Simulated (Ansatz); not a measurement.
**Four-centre ligand exchange**

Start structure (CH7BrSn, singlet), relaxed at PBE0-D4/def2-TZVP:

```
10
angstrom
Sn -0.8985 0.6898 -0.5202
C -0.3802 -1.2679 0.1562
H -1.2359 0.7021 -2.1933
H -2.2319 1.3146 0.3428
H 0.4348 1.7466 -0.2518
H 2.0213 1.1323 0.5224
Br 3.1573 0.5024 1.1228
H 0.4898 -1.6299 -0.3910
H -1.2152 -1.9491 -0.0068
H -0.1414 -1.2408 1.2190
```

The step: CH₆Sn ([CH3][SnH3]) + HBr → SnH₃Br ([Br][SnH3]) + CH₄; bonds formed: Sn1–Br7, C2–H6; bonds broken: Sn1–C2, H6–Br7. Ansatz 0.2.0; basis: def2-TZVPP and def2-QZVPP; cores frozen in the correlated methods. Filled d shells of the heavier atoms are correlated. Core potentials replace the inner electrons of the atoms past krypton. The def2 sets are not built for correlating such inner shells, so the correlated values are less sure here. Extrapolation: Hartree–Fock as exp(−7.88 √X), correlation as X^−2.97. Energies below are by CCSD(T) at an estimated basis limit (MP2 extrapolated from triple and quadruple zeta, plus CCSD(T) − MP2 in triple zeta).

What are the electronic barrier and the energy of the step, from the start structure to the end structure? (Judge from chemistry; the value comes from the calculation.)

The calculation gives: Barrier 121.1 kJ/mol; step energy -124.2 kJ/mol (downhill); reverse barrier, their difference, 245.3 kJ/mol. Barrier and step energy count from the start structure, the reverse barrier from the end structure.

The saddle point: One imaginary mode of 891i cm⁻¹.
```
   pair  start (Å)  saddle (Å)  end (Å)
Sn1–Br7       4.38        3.13     2.48
  C2–H6       3.41        1.33     1.09
 Sn1–C2       2.14        2.34     4.43
 H6–Br7       1.43        1.83     3.22
```

Zero-point energy (harmonic, PBE0-D4): ZPE is 166.2 kJ/mol at the start and 164.1 kJ/mol at the saddle, so the barrier goes from 121.1 to 118.9 kJ/mol.

No T1 diagnostic of these runs exceeds 0.011.

Labels in which every atom is bracketed show which atoms are joined, not bond orders.

For scale, one of the runs: CCSD(T)/def2-TZVPP, 227 basis functions, launched by `ansatz run in.yaml --threads 8 --pin off --events-out ev --progress --plain --max-ram 19148MiB`. Hardware: 8 CPU threads of a Oxide Virtual Turin-like, shared host. Wall time 87 s; peak host memory 4.3 GiB.
